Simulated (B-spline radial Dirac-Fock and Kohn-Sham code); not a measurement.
How the binding energies of Gd⁵⁷⁺ add up

System: gadolinium as Gd⁵⁷⁺, configuration 1s2 2s2 2p3; nuclear rms radius 5.1569 fm (A = 158).

Model: multi-electron Dirac-Fock with separately optimised hole states, Breit and Lamb-shift corrections added in first order. Program: a B-spline atomic structure program. Electron correlation is not included. Energies are counted from the vacuum level.

All terms are in eV, carry their sign (relaxation lowers the binding energy) and add up to the binding energy; ⟨r⟩ is the mean radius of the orbital in the initial state.

```tsv
subshell	−ε (Koopmans)	relaxation	Breit	self-energy	vacuum polarisation	binding energy	⟨r⟩ (bohr)
1s	55970.3	-13.80	-124.41	-88.70	14.47	55757.9	0.022
2s	13174.5	-1.39	-13.45	-12.96	1.96	13148.7	0.090
2p	12419.5	-1.80	-15.18	-0.68	-0.02	12401.8	0.081
```

For the deepest level, K (1s), the Breit terms make up -0.223 % of the binding energy, QED -0.133 % and orbital relaxation -0.025 %.

Going to the tabulated ground configuration of the next ion removes an electron from L2,3 (2p), computed at 12401.8 eV. NIST lists 12147 ± 6 eV as the ionisation energy of this species (theoretical), -254.82 eV from the computed value. Where a p, d or f shell is open in either ion the computed value averages over both j values and all terms, while the table refers to the lowest levels; that difference holds spin-orbit splitting (largest in heavy or highly charged ions), term energies where several electrons share open shells, and correlation, and it can reach 10 % or more.
